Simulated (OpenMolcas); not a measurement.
Ionisation energies of cadmium

- Program: OpenMolcas 26.06
- Basis: ANO-RCC-VTZP [7s6p4d2f1g]
- Scalar Hamiltonian: DKH2, point nucleus
- Spin-orbit coupling: RASSI with atomic mean-field integrals over the reference wave functions, term energies averaged over their components

Active shells in each charge state: the valence s, p shells, with orbitals averaged over the low states. Where CASPT2's correlated closed shells are named, they are those of the first ion.

A. CASSCF
B. SS-CASPT2, IPEA 0.25 Eh, imaginary shift 0.1 Eh (closed shells correlated: 4d)
C. SS-CASPT2, IPEA 0 Eh, imaginary shift 0.1 Eh (closed shells correlated: 4d)
D. SS-CASPT2, IPEA 0.25 Eh, imaginary shift 0.1 Eh (closed shells correlated: none)
E. SS-CASPT2, IPEA 0.25 Eh, imaginary shift 0.1 Eh (closed shells correlated: 4s 4p 4d)

Energies in eV between the lowest computed levels, named as in B; reference values from the NIST Atomic Spectra Database with their kind.

```tsv
From	To	A	B	C	D	E	Spin-orbit share in B	Reference
Cd 5s2 1S0	Cd+ 5s 2S 1/2	8.116	8.797	8.792	8.159	8.875	+0.000	8.994 (measured)
Cd+ 5s 2S 1/2	Cd2+ 4d10 1S0	15.569	16.799	16.861	15.569	16.934	+0.000	16.908 (measured)
```

Error against the reference values, in %:

| From | Reference | A | B | C | D | E |
| --- | --- | --- | --- | --- | --- | --- |
| Cd | measured | -9.8 | -2.2 | -2.2 | -9.3 | -1.3 |
| Cd+ | measured | -7.9 | -0.6 | -0.3 | -7.9 | +0.2 |

Mean absolute error over the 2 measured values: A 1.11 eV, B 0.15 eV, C 0.12 eV, D 1.09 eV, E 0.07 eV. E lies closest.
